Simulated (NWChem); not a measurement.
**Atomisation of HCl2Ge**

```xyz
4

Cl    -0.5506    -0.3191     1.7539
Ge     0.5255     0.3509     0.0000
Cl    -0.5506    -0.3191    -1.7539
H      1.9033    -0.3765     0.0000
```
Charge 0, spin multiplicity 2.

Everything below was run with NWChem. All single points use one geometry, from UPBE0/def2-SVP, a minimum by its harmonic frequencies.

Basis set: def2-TZVP. The atomisation energy is electronic alone: no zero-point, thermal, spin-orbit or counterpoise terms. No value is extrapolated to the basis-set limit. Free atoms are single determinants with multiplicities Cl 2, Ge 3, H 2. Correlated methods freeze the same cores in atoms and molecule, 19 orbitals in all.

The cost column gives rough processor time relative to B3LYP; each entry includes its own SCF. Costs are the molecule's.

The Hamiltonian is non-relativistic. B3LYP has NWChem's definition, with VWN1-RPA local correlation. GW and range-separated runs recompute their integrals, the others keep them in memory, which bears on the times. The structure started from a generated list of species. The unpaired electrons of the parent sit in orbitals of symmetry a' (Cs labels of the run); other states weren't searched. No SCF solution was tested for a lower state. Open-shell Hartree-Fock references start from PBE0 orbitals; any time given for them includes that run.

```
method                        atomisation energy (kcal/mol)  relative cost
----------------------------  -----------------------------  -------------
TPSS                                                      ?        under 3
B3LYP                                                 222.8              1
LC-wPBE (omega 0.3 per bohr)                          227.4             10
HF                                                    164.5        under 3
MP2                                                       ?              4
PBE                                                   234.1        under 3
PBE0                                                      ?        under 3
CAM-B3LYP                                             224.3              8
```

### Question
What belongs in the gaps?

### Answer

- TPSS, atomisation energy (kcal/mol): 234.8
- MP2, atomisation energy (kcal/mol): 227.7
- PBE0, atomisation energy (kcal/mol): 229.7
